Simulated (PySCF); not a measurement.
Run record: geometry optimisation, `[BiH3]`.

Method: PBE0-D3(BJ)/def2-SVP geometry optimisation, gas phase, def2 core potentials past Kr (PySCF 2.14.0). Start geometry: GFN2-xTB. The input is one job of a driver script: a line of settings, then coordinates in Å.

Input:
```
{"job": {"xc": "PBE0", "basis": "def2-SVP", "d3": "d3bj", "grid": 1, "maxiter": 30, "shake": 0.03, "kind": "geom"}, "charge": 0, "multiplicity": 1}
Bi     0.054800    -0.069540     0.797430
H      1.412480    -0.045120    -0.258630
H     -0.750730     1.242500    -0.300340
H     -0.633250    -1.218290    -0.268940
```

Output:
```
step   0  E = -216.38474714  max force = 0.028409
step   1  E = -216.38917890  max force = 0.015154
step   2  E = -216.39034012  max force = 0.005242
step   3  E = -216.39042651  max force = 0.001695
step   4  E = -216.39044368  max force = 0.000080
step   5  E = -216.39044369  max force = 0.000010
optimisation converged
```

Energies in Eh; «max force» is the largest Cartesian gradient component in Eh/bohr.

Question: Give the first gradient maximum in eV/Å.

Answer: With 1 Eh/bohr = 51.422 eV/Å, 1.461 eV/Å.

Question: How much energy does the optimisation release, in kcal/mol?

Answer: E(step 0) − E(last step) = 0.005697 Eh, which is 3.6 kcal/mol.

Summary of the converged run: final energy -216.39044 Eh after 5 steps; dipole 0.99 D.

Question: Give the final coordinates.

Answer: 0.079 Å rms from the input after alignment:
```
atom  x, y, z in Å
Bi1    0.0197   -0.0243    0.7678
H2     1.4891   -0.0065   -0.2639
H3    -0.7262    1.2415   -0.2644
H4    -0.6993   -1.3011   -0.2700
```

Hardware: an Arm Neoverse V2 with one thread (shared host). Cost: 3.6 s wall, 0.23 GiB resident at most.
Labels such as C1 count atoms from 1, the log's own numbers from 0.
